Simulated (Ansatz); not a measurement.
Geometry optimisation, RHF/def2-SVP in Ansatz 0.2.0.

input.yaml

```yaml
crystal:
  periodic: [false, false, false]
  atoms:
    - { symbol: "N", position_ang: [-1.0113, 0.8383, 0.4272] }
    - { symbol: As, position_ang: [0.2644, 0.6613, -0.9289] }
    - { symbol: Al, position_ang: [1.1363, -1.316, 0.1939] }
    - { symbol: S, position_ang: [-0.3713, -1.3804, -1.4382] }
    - { symbol: H, position_ang: [-1.8968, 1.2823, -0.0731] }
    - { symbol: H, position_ang: [-0.7033, 1.6271, 1.0724] }
    - { symbol: H, position_ang: [2.6431, -1.7805, 0.7011] }
basis:
  gaussian: { orbitals: def2-SVP }
hamiltonian:
  xc: hf
relax:
  f_tol: 0.015
  max_steps: 40
output:
  orbitals: {}
```

Launched with:

```bash
$ ansatz run input.yaml --threads 1 --pin off --max-ram 2048MiB --backend cpu --events-out ev --progress --plain --runs-dir out
```

Q: Where does it end, and by what steps?

A: The forces met the threshold. After 19 steps the energy has fallen by 1.105 eV; H6 moved furthest, 0.80 Å.

```csv
step,energy less start (eV),largest force component (eV/Å),accepted
0,0.0000,3.875,yes
1,-0.8121,1.129,yes
2,-0.9513,0.599,yes
3,-0.9780,0.271,yes
4,-0.9960,0.311,yes
5,-0.9925,0.268,no
6,-1.0092,0.103,yes
7,-1.0140,0.478,yes
8,-1.0195,0.233,yes
9,-1.0268,0.446,yes
10,-1.0345,0.781,yes
11,-1.0363,1.377,yes
12,-0.9913,1.997,no
13,-1.0768,0.747,yes
14,-1.0968,0.294,yes
15,-1.0958,0.312,no
16,-1.1040,0.090,yes
17,-1.1048,0.055,yes
18,-1.1054,0.021,yes
19,-1.1054,0.008,yes
```

```xyz
7
Properties=species:S:1:pos:R:3
N -0.894 1.318 0.293
As 0.151 0.681 -1.056
Al 1.362 -1.148 -0.073
S -0.343 -1.687 -1.213
H -1.811 1.614 0.014
H -0.928 0.864 1.185
H 2.525 -1.710 0.805
```

Whether the end is a true minimum wasn't checked by a vibrational analysis.

Run time: 3.2 min on 1 CPU thread of a shared host.
